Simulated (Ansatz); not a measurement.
Start from `[OH][GaH2]` and change one atom or group to get `[OH][GaH][OH]`.

Ansatz, PBE0-D4/def2-TZVP geometries, multiplicity 1. Each molecule was computed in one conformer, which needn't be the lowest.

Scalar relativity is left out up to krypton.

```
                                                                                  property  `[OH][GaH2]`
                                                      HOMO–LUMO gap (PBE0/def2-TZVPP) / eV          7.35
ideal-gas entropy at 298 K and 1 bar (rigid rotor, harmonic PBE0-D4/def2-TZVP) / J/(mol·K)           263
                                            size of the dipole moment (PBE/def2-TZVPP) / D          1.32
                                                         HOMO energy (PBE/def2-TZVPP) / eV         -7.17
                                                        HOMO energy (PBE0/def2-TZVPP) / eV         -8.54
                                                       HOMO–LUMO gap (PBE/def2-TZVPP) / eV          5.19
```

**Question.** Give the same properties after the change, and the shifts. (An estimate is asked.)

**Answer.** The calculation gave: 
| property | `[OH][GaH][OH]` | shift |
| --- | --- | --- |
| HOMO–LUMO gap (PBE0/def2-TZVPP) / eV | 8.15 | 0.80 |
| ideal-gas entropy at 298 K and 1 bar (rigid rotor, harmonic PBE0-D4/def2-TZVP) / J/(mol·K) | 294 | 31 |
| size of the dipole moment (PBE/def2-TZVPP) / D | 1.61 | 0.29 |
| HOMO energy (PBE/def2-TZVPP) / eV | -7.01 | 0.16 |
| HOMO energy (PBE0/def2-TZVPP) / eV | -8.68 | -0.14 |
| HOMO–LUMO gap (PBE/def2-TZVPP) / eV | 5.71 | 0.52 |

With PBE0 the HOMO falls by 0.14 eV and the LUMO rises by 0.66 eV, so the gap widens by about 0.80 eV. PBE moves the HOMO by 0.16 eV and ωB97M-V by -0.36 eV. The zero-point energy changes by 19.0 kJ/mol with +3 modes. Dipoles are sizes alone; their direction can turn.
